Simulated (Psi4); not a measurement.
Psi4 was given this input:
```
memory 2 GB

molecule {
0 1
F    -0.38930945    0.40665327    1.70994084
Si   -0.08592357    0.04878326    0.16755268
S     1.82821102   -0.90953222    0.14361714
Cl   -1.49127436   -1.21546995   -0.44466200
Cl   -0.09816747    1.81183116   -0.77851503
H     2.47584961    0.07153005    0.76093052
}

set {
  basis def2-svp
  freeze_core true
}

energy('mp3')
print_variables()
```

Q: What does this run give for the total energy, MP2 correlation energy, nuclear repulsion energy, number of basis functions?

A: 
```json
{
 "total_energy": "-1705.7974 Eh",
 "MP2 correlation energy": "-0.6680 Eh",
 "nuclear_repulsion_energy": "449.5099 Eh",
 "number_of_basis_functions": "91"
}
```
